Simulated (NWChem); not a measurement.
System: BSiH4O3F; SMILES OB(O)O[SiH2]F

Excerpt of the output:

```
             Northwest Computational Chemistry Package (NWChem) 7.3.0
             --------------------------------------------------------

 C1  symmetry detected

                             Geometry "geometry" -> ""
                             -------------------------

 Output coordinates in angstroms (scale by  1.889725989 to convert to a.u.)

  No.       Tag          Charge          X              Y              Z
 ---- ---------------- ---------- -------------- -------------- --------------
    1 Si                  14.0000    -0.10074951    -1.40339344    -0.48439938
    2 F                    9.0000     0.19711212    -2.20576651     0.90496622
    3 O                    8.0000     0.52352808     0.13073049    -0.38327613
    4 B                    5.0000     0.01329731     1.36856552     0.02718450
    5 O                    8.0000     0.87892957     2.40548665     0.22982850
    6 O                    8.0000    -1.31927712     1.60913711     0.23190082
    7 H                    1.0000    -1.59476288    -1.34117987    -0.64576284
    8 H                    1.0000     0.58534610    -2.12111337    -1.59605776
    9 H                    1.0000     1.79470854     2.11727132     0.07334392
   10 H                    1.0000    -1.88073846     0.83876696     0.04182397

 Effective nuclear repulsion energy (a.u.)     296.5125109023

  pbe96 is a nonlocal functional; adding pw91lda local functional.

                                 NWChem DFT Module
                                 -----------------

 Summary of "ao basis" -> "ao basis" (spherical)
 ------------------------------------------------------------------------------
       Tag                 Description            Shells   Functions and Types
 ---------------- ------------------------------  ------  ---------------------
 Si                         def2-svp                 8       18   4s3p1d
 F                          def2-svp                 6       14   3s2p1d
 O                          def2-svp                 6       14   3s2p1d
 B                          def2-svp                 6       14   3s2p1d
 H                          def2-svp                 3        5   2s1p

            General Information
            -------------------
          SCF calculation type: DFT
          Wavefunction type:  closed shell.
          No. of atoms     :    10
          No. of electrons :    56
           Alpha electrons :    28
            Beta electrons :    28
          Charge           :     0
          Spin multiplicity:     1
          Use of symmetry is: off; symmetry adaption is: off
          Maximum number of iterations: 150
          AO basis - number of functions:   108
                     number of shells:    50
          Convergence on energy requested:  1.00D-06
          Convergence on density requested:  1.00D-05
          Convergence on gradient requested:  5.00D-04

              XC Information
              --------------
          PerdewBurkeErnzerhof Exchange Functional  1.000
            Perdew 1991 LDA Correlation Functional  1.000 local
           PerdewBurkeErnz. Correlation Functional  1.000 non-local

             Grid Information
             ----------------
          Grid used for XC integration:  medium
          Radial quadrature: Mura-Knowles
          Angular quadrature: Lebedev.
          Tag              B.-S. Rad. Rad. Pts. Rad. Cut. Ang. Pts.
          ---              ---------- --------- --------- ---------
          Si                  1.10       88          11.0       590
          F                   0.50       49          12.0       434
          O                   0.60       49          12.0       434
          B                   0.85       49          11.0       434
          H                   0.35       45          12.0       434
          Grid pruning is: on
          Number of quadrature shells:   513
          Spatial weights used:  Erf1

      Superposition of Atomic Density Guess
      -------------------------------------

 Sum of atomic energies:        -638.60562801

      Non-variational initial energy
      ------------------------------

 Total energy =    -640.527581
 1-e energy   =   -1472.720361
 2-e energy   =     535.680269
 HOMO         =      -0.394530
 LUMO         =       0.049572

     ---------------------------------------------
      Total Density - Mulliken Population Analysis
     ---------------------------------------------

    Atom       Charge   Shell Charges
 -----------   ------   -------------------------------------------------------
    1 Si  14    12.76   2.00  1.99  0.89  0.22  5.93  0.87  0.60  0.26
    2 F    9     9.58   1.99  1.15  0.78  3.52  2.14  0.00
    3 O    8     8.76   1.99  1.10  0.62  3.10  1.93  0.00
    4 B    5     4.31   1.99  0.72  0.06  1.11  0.20  0.23
    5 O    8     8.54   1.99  1.10  0.57  3.08  1.79  0.01
    6 O    8     8.55   1.99  1.10  0.57  3.08  1.80  0.01
    7 H    1     1.10   0.69  0.40  0.01
    8 H    1     1.10   0.70  0.39  0.01
    9 H    1     0.65   0.52  0.07  0.06
   10 H    1     0.66   0.52  0.08  0.06

   convergence    iter        energy       DeltaE   RMS-Dens  Diis-err
 ---------------- ----- ----------------- --------- --------- ---------
 d= 0,ls=0.0,diis     1   -641.4563525921 -9.38D+02  2.01D-02  1.50D+00
 d= 0,ls=0.0,diis     2   -641.1756068448  2.81D-01  1.22D-02  4.83D+00
 d= 0,ls=0.0,diis     3   -641.6273704688 -4.52D-01  1.92D-03  6.09D-02
 d= 0,ls=0.0,diis     4   -641.6297619986 -2.39D-03  1.01D-03  3.14D-02
 d= 0,ls=0.0,diis     5   -641.6322480278 -2.49D-03  2.90D-04  2.44D-03
  Resetting Diis
 d= 0,ls=0.0,diis     6   -641.6324664503 -2.18D-04  6.95D-05  1.26D-04
 d= 0,ls=0.0,diis     7   -641.6324783452 -1.19D-05  5.17D-05  1.53D-05
 d= 0,ls=0.0,diis     8   -641.6324734718  4.87D-06  3.65D-05  6.77D-05
 d= 0,ls=0.0,diis     9   -641.6324797118 -6.24D-06  5.04D-06  4.44D-07
 d= 0,ls=0.0,diis    10   -641.6324797597 -4.79D-08  1.27D-06  5.35D-08

         Total DFT energy =     -641.632479759682
      One electron energy =    -1476.853803112481
           Coulomb energy =      601.006577181280
    Exchange-Corr. energy =      -62.297764730812
 Nuclear repulsion energy =      296.512510902330

 Numeric. integr. density =       56.000003544773

                       DFT Final Molecular Orbital Analysis
                       ------------------------------------

 Vector   26  Occ=2.000000D+00  E=-2.932779D-01
              MO Center=  9.1D-02,  7.7D-01, -1.1D-01, r^2= 3.0D+00
   Bfn.  Coefficient  Atom+Function         Bfn.  Coefficient  Atom+Function
  ----- ------------  ---------------      ----- ------------  ---------------
    38      0.430381   3 O  pz               41      0.319683   3 O  pz
    80     -0.310949   6 O  pz               66     -0.223216   5 O  pz
    83     -0.219237   6 O  pz               69     -0.157004   5 O  pz
    65      0.152575   5 O  py               36      0.112041   3 O  px
    23      0.101162   2 F  py               68      0.099387   5 O  py

 Vector   27  Occ=2.000000D+00  E=-2.860673D-01
              MO Center= -1.3D-01,  1.5D-01, -3.0D-01, r^2= 3.7D+00
   Bfn.  Coefficient  Atom+Function         Bfn.  Coefficient  Atom+Function
  ----- ------------  ---------------      ----- ------------  ---------------
    36      0.432103   3 O  px               39      0.300330   3 O  px
    79     -0.218819   6 O  py               89      0.213089   7 H  s
    90      0.204410   7 H  s                78      0.167559   6 O  px
    65      0.165659   5 O  py               94     -0.146356   8 H  s
    82     -0.135696   6 O  py               95     -0.129724   8 H  s

 Vector   28  Occ=2.000000D+00  E=-2.702626D-01
              MO Center= -1.0D-01,  2.0D+00,  2.2D-01, r^2= 2.0D+00
   Bfn.  Coefficient  Atom+Function         Bfn.  Coefficient  Atom+Function
  ----- ------------  ---------------      ----- ------------  ---------------
    66      0.460589   5 O  pz               80     -0.413652   6 O  pz
    69      0.336974   5 O  pz               83     -0.306940   6 O  pz
    79      0.130702   6 O  py               65     -0.124922   5 O  py
    82      0.099659   6 O  py               68     -0.091230   5 O  py
    13     -0.043661   1 Si pz               59     -0.042587   4 B  d  1

 Vector   29  Occ=0.000000D+00  E=-1.039922D-02
              MO Center= -6.2D-01, -4.4D-01, -3.2D-01, r^2= 5.6D+00
   Bfn.  Coefficient  Atom+Function         Bfn.  Coefficient  Atom+Function
  ----- ------------  ---------------      ----- ------------  ---------------
    12      0.719309   1 Si py              105      0.618119  10 H  s
    77     -0.430616   6 O  s                35     -0.415118   3 O  s
    95      0.354401   8 H  s                11      0.346603   1 Si px
    90      0.308779   7 H  s                63     -0.296212   5 O  s
   100      0.251907   9 H  s                 3     -0.206118   1 Si s

 Vector   30  Occ=0.000000D+00  E=-3.428952D-03
              MO Center= -1.6D-01, -1.2D+00, -5.5D-01, r^2= 3.7D+00
   Bfn.  Coefficient  Atom+Function         Bfn.  Coefficient  Atom+Function
  ----- ------------  ---------------      ----- ------------  ---------------
    13      0.885081   1 Si pz               12     -0.472643   1 Si py
    21     -0.429108   2 F  s                90      0.335819   7 H  s
    11      0.296420   1 Si px               95      0.279162   8 H  s
    10      0.253601   1 Si pz                4     -0.224291   1 Si s
    52      0.205651   4 B  pz              105      0.195185  10 H  s

 Vector   31  Occ=0.000000D+00  E= 2.755521D-02
              MO Center= -8.8D-02, -4.0D-01, -4.7D-01, r^2= 6.5D+00
   Bfn.  Coefficient  Atom+Function         Bfn.  Coefficient  Atom+Function
  ----- ------------  ---------------      ----- ------------  ---------------
     4      1.181486   1 Si s                90     -0.879913   7 H  s
    95     -0.740117   8 H  s                 3      0.625667   1 Si s
   100      0.495809   9 H  s                35     -0.486583   3 O  s
   105     -0.455464  10 H  s                49      0.444472   4 B  s
    63     -0.362363   5 O  s                 2      0.307083   1 Si s

     ---------------------------------------------
      Total Density - Mulliken Population Analysis
     ---------------------------------------------

    Atom       Charge   Shell Charges
 -----------   ------   -------------------------------------------------------
    1 Si  14    13.30   2.00  1.98  1.02  0.10  5.92  1.21  0.66  0.41
    2 F    9     9.29   1.99  1.13  0.79  3.34  2.04  0.00
    3 O    8     8.32   1.99  1.07  0.61  2.91  1.73  0.01
    4 B    5     5.02   1.98  0.75  0.02  1.63  0.38  0.25
    5 O    8     8.09   1.99  1.09  0.55  2.90  1.57  0.01
    6 O    8     8.11   1.99  1.09  0.55  2.90  1.58  0.01
    7 H    1     1.12   0.74  0.37  0.01
    8 H    1     1.08   0.74  0.34  0.01
    9 H    1     0.82   0.68  0.06  0.07
   10 H    1     0.83   0.69  0.07  0.07

     -------------------------------------------
      Total Density - Lowdin Population Analysis
     -------------------------------------------

    Atom       Charge   Shell Charges
 -----------   ------   -------------------------------------------------------
    1 Si  14    13.46   2.00  1.93  0.64  0.32  5.81  1.21  0.90  0.64
    2 F    9     9.18   1.98  1.02  0.77  3.20  2.21  0.01
    3 O    8     8.13   1.97  0.88  0.57  2.74  1.97  0.01
    4 B    5     5.29   1.96  0.47  0.18  1.45  0.67  0.56
    5 O    8     7.97   1.97  0.85  0.56  2.70  1.87  0.02
    6 O    8     7.97   1.97  0.85  0.56  2.70  1.87  0.02
    7 H    1     1.11   0.65  0.44  0.02
    8 H    1     1.09   0.64  0.42  0.02
    9 H    1     0.89   0.55  0.17  0.17
   10 H    1     0.90   0.55  0.17  0.18

     Multipole analysis of the density
     ---------------------------------

     L   x y z        total         alpha         beta         nuclear
     -   - - -        -----         -----         ----         -------
     0   0 0 0     -0.000000    -28.000000    -28.000000     56.000000

     1   1 0 0      0.058401      0.029201      0.029201      0.000000
     1   0 1 0     -0.614305     -0.307153     -0.307153     -0.000000
     1   0 0 1     -0.617745     -0.308873     -0.308873     -0.000000

     2   2 0 0    -26.412479    -71.117210    -71.117210    115.821941
     2   1 1 0      3.160972     -1.553933     -1.553933      6.268838
     2   1 0 1      0.445554      0.218711      0.218711      0.008133
     2   0 2 0    -36.425098   -302.742773   -302.742773    569.060447
     2   0 1 1      0.614360     -5.383427     -5.383427     11.381214
     2   0 0 2    -30.695728    -43.307342    -43.307342     55.918956
```

Level: PBE/def2-SVP. The geometry was optimised at PBE-D3(BJ)/def2-SVP.

Question: Which NWChem input produces such a log?

Answer: One answer among several that fit: the input that was run:
```
start job
memory heap 200 mb stack 900 mb global 1100 mb
geometry units angstroms noautoz
  Si    -0.218810    -1.377618    -0.465577
  F      0.210669    -2.209742     0.870828
  O      0.491874     0.121586    -0.437288
  B      0.102557     1.379011     0.040586
  O      1.039428     2.368282     0.136528
  O     -1.179088     1.684606     0.414131
  H     -1.715984    -1.237802    -0.435475
  H      0.282843    -2.116632    -1.658823
  H      1.911840     2.035726    -0.136438
  H     -1.799250     0.945938     0.293272
end
basis spherical
  Si library def2-svp
  F library def2-svp
  O library def2-svp
  B library def2-svp
  H library def2-svp
end
dft
  xc xpbe96 cpbe96
  iterations 150
  mulliken
end
task dft energy
```
